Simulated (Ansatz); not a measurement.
A calculation with Ansatz (development build ahead of 0.2.0).

```yaml
crystal:
  periodic: [false, false, false]
  atoms:
    - { symbol: Si, position_ang: [0.0, 0.0, 0.0] }
    - { symbol: F, position_ang: [0.91582, 0.91582, 0.91582] }
    - { symbol: F, position_ang: [0.91582, -0.91582, -0.91582] }
    - { symbol: F, position_ang: [-0.91582, 0.91582, -0.91582] }
    - { symbol: F, position_ang: [-0.91582, -0.91582, 0.91582] }
basis:
  gaussian: { orbitals: cc-pVTZ }
hamiltonian:
  xc: hf
correlation:
  method: mp2
  frozen_orbitals: { F: 1, Si: 5 }
```

The input is written out in the form of the current development build from the run's settings.

Results

```
Converged                       : yes
Reference energy                : -687.14327 hartree
Correlation energy              : -1.11345 hartree
Total energy                    : -688.25672 hartree
Spin squared of the determinant : 0.000
```
